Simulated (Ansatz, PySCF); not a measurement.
This Ansatz (an electronic-structure program) input computes a BLYP/def2-TZVPD energy:

Ansatz 0.2 input:
```yaml
crystal:
  periodic: [false, false, false]
  atoms:
    - {symbol: Al, position_ang: [-0.43822740, -0.34384189, -0.42576356]}
    - {symbol: O, position_ang: [0.58408405, 0.40884427, 0.57893268]}
    - {symbol: H, position_ang: [1.02428373, 1.19919039, 0.90346484]}
basis:
  gaussian:
    orbitals: def2-TZVPD
hamiltonian:
  xc: {name: BLYP}
total_charge: 1
magnetization: {spin_polarized: true, initial_magnetization: 1}
output: {forces: true}
```

Task: Write an input for the same energy in PySCF and say what it gives.

Result: 
```python
from pyscf import gto, scf, dft

mol = gto.M(
    atom='''
    Al   -0.43822740   -0.34384189   -0.42576356
    O     0.58408405    0.40884427    0.57893268
    H     1.02428373    1.19919039    0.90346484
    ''',
    basis='def2-tzvpd',
    charge=1,
    spin=1,
    verbose=4,
)

mf = dft.UKS(mol, xc='blyp').density_fit(auxbasis='def2-universal-jkfit')
mf.grids.level = 3
mf.conv_tol = 1e-9
mf.max_cycle = 100
mf.max_memory = 1500
mf.kernel()
if not mf.converged:
    mf = mf.newton()
    mf.kernel(mf.make_rdm1())
for _ in range(2):
    mo, _, stable, _ = mf.stability(return_status=True)
    if stable:
        break
    mf.kernel(mf.make_rdm1(mo, mf.mo_occ))
mf.analyze()
```
It gives -318.01018 Eh, and Ansatz -318.01015 Eh, a difference of 0.03 mEh, from the treatment of integrals and grids.
